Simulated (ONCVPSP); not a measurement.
# Ru (Z = 44): excitation energies, all-electron against ONCV

- Element: ruthenium (Ru)
- Generator: ONCVPSP 4.0.1
- Type: optimised norm-conserving Vanderbilt (ONCV)
- Functional: LDA (Perdew-Wang 92)
- Relativity: scalar-relativistic
- Frozen core: [Ar] 3d10
- Valence charge: 16
- Reference configuration: 4s2 4p6 4d7 5s0.75 5p0.25
- Partial waves: 4s+5s: rc 1.45 bohr, ncon 4, nbas 7, qcut 9.8 1/bohr, 2 projectors; 4p+5p: rc 2.10 bohr, ncon 4, nbas 9, qcut 6.8 1/bohr, 2 projectors; 4d: rc 1.40 bohr, ncon 4, nbas 7, qcut 6.3 1/bohr, 2 projectors, debl 2 Ha
- Local potential: polynomial inside 0.95 bohr (lpopt 5, dvloc0 0 Ha)
- Core correction: none

Energies are relative to the spin-unpolarised reference configuration 4s2 4p6 4d7 5s0.75 5p0.25; without spin polarisation the order of configurations can differ from experiment. Not all tests gave a result: 1 of 4 tests not solved or not reliable.

```json
{"valence configuration": "4s2 4p6 4d7 5s1 5p0", "charge": "0", "ΔE all-electron (eV)": "-0.873", "error AE − PS (meV)": "+0.1"}
{"valence configuration": "4s2 4p6 4d7 5s0 5p0", "charge": "+1", "ΔE all-electron (eV)": "6.732", "error AE − PS (meV)": "-1.1"}
{"valence configuration": "4s2 4p6 4d6 5s1 5p0", "charge": "+1", "ΔE all-electron (eV)": "9.449", "error AE − PS (meV)": "+0.9"}
```

Levels in the configuration 4s2 4p6 4d7 5s1 5p0:

```
level  all-electron (eV)  pseudo (eV)
   4s            -76.441      -76.441
   4p            -46.529      -46.529
   4d             -5.401       -5.400
   5s             -4.511       -4.511
```
